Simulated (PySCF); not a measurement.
## First hyperpolarisability: 3-ethylpyridine (C1=NC=CC=C1CC, C$_{7}$H$_{9}$N)

Cartesian coordinates in Å; atom numbers follow the order of the lines, from 1:
```xyz
17

C    -2.310    0.532    0.577
C    -1.395    0.049   -0.545
C     0.020   -0.164   -0.086
C     0.964    0.866   -0.079
C     2.246    0.620    0.403
C     2.545   -0.660    0.868
N     1.664   -1.656    0.869
C     0.444   -1.407    0.405
H    -3.339    0.684    0.215
H    -2.344   -0.198    1.401
H    -1.954    1.485    0.997
H    -1.404    0.780   -1.370
H    -1.787   -0.893   -0.962
H     0.693    1.857   -0.455
H     3.005    1.406    0.415
H     3.545   -0.889    1.254
H    -0.261   -2.249    0.412
```

Computed, not measured: quadratic response CAM-B3LYP/aug-cc-pVDZ first hyperpolarisability, Taylor convention, gas phase (PySCF). Geometry: PBE0-D3(BJ)/def2-SVP.

Task: Give β for the processes computed.

Result: In au, Taylor convention; the vector part is βᵢ = ⅓ Σⱼ (βᵢⱼⱼ + βⱼᵢⱼ + βⱼⱼᵢ); β∥ is 3/5 of the vector part along the dipole, the dipole points from − to +:
```
                   process  λ (nm)  β vector norm    β∥  β HRS  depolarisation ratio
           static β(0;0,0)       ∞           51.3  -2.4   22.2                  4.39
second harmonic β(−2ω;ω,ω)    1907           54.1  -2.5   23.4                  4.39
         Pockels β(−ω;ω,0)    1907           52.2  -2.5      –                     –
second harmonic β(−2ω;ω,ω)    1064           61.3  -2.9   26.7                  4.41
         Pockels β(−ω;ω,0)    1064           54.3  -2.5      –                     –
```

Task: Which lowest excitations, dipole and polarisabilities go with it?

Result: S1 5.02 eV (f = 0.005); S2 5.42 eV (f = 0.004); S3 5.44 eV (f = 0.053); dipole 2.55 D; isotropic α 89.5 au static, 89.8 au at 1907 nm, 90.5 au at 1064 nm, 90.7 au at 953.5 nm, 93.7 au at 532 nm.
